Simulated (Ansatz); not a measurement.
`[F][Hf]([F])([F])[Cl]` and `[F][Hf]([F])([SH])[Cl]` differ in one atom or group.

Ansatz, PBE0-D4/def2-TZVP geometries, multiplicity 1. Each molecule was computed in one conformer, which needn't be the lowest.

Elements past krypton have def2 core potentials.

```
                                          property  `[F][Hf]([F])([F])[Cl]`
    size of the dipole moment (PBE/def2-TZVPP) / D                     0.06
           HOMO–LUMO gap (ωB97M-V/def2-TZVPP) / eV                    12.73
size of the dipole moment (ωB97M-V/def2-TZVPP) / D                     0.06
             LUMO energy (ωB97M-V/def2-TZVPP) / eV                     0.43
                HOMO energy (PBE0/def2-TZVPP) / eV                   -10.03
              HOMO–LUMO gap (PBE0/def2-TZVPP) / eV                     8.95
```

(1) What does the change do to each property? (Estimate.)

Answers

(1) The calculation gave: 
```json
{"property": "size of the dipole moment (PBE/def2-TZVPP) / D", "`[F][Hf]([F])([SH])[Cl]`": "0.74", "shift": "0.68"}
{"property": "HOMO–LUMO gap (ωB97M-V/def2-TZVPP) / eV", "`[F][Hf]([F])([SH])[Cl]`": "10.90", "shift": "-1.83"}
{"property": "size of the dipole moment (ωB97M-V/def2-TZVPP) / D", "`[F][Hf]([F])([SH])[Cl]`": "0.68", "shift": "0.62"}
{"property": "LUMO energy (ωB97M-V/def2-TZVPP) / eV", "`[F][Hf]([F])([SH])[Cl]`": "0.51", "shift": "0.08"}
{"property": "HOMO energy (PBE0/def2-TZVPP) / eV", "`[F][Hf]([F])([SH])[Cl]`": "-8.24", "shift": "1.79"}
{"property": "HOMO–LUMO gap (PBE0/def2-TZVPP) / eV", "`[F][Hf]([F])([SH])[Cl]`": "6.66", "shift": "-2.29"}
```

With PBE0 the HOMO rises by 1.79 eV and the LUMO falls by 0.51 eV, so the gap narrows by about 2.30 eV. PBE moves the HOMO by 1.55 eV and ωB97M-V by 1.92 eV. The zero-point energy changes by 17.4 kJ/mol with +3 modes. Dipoles are sizes alone; their direction can turn.
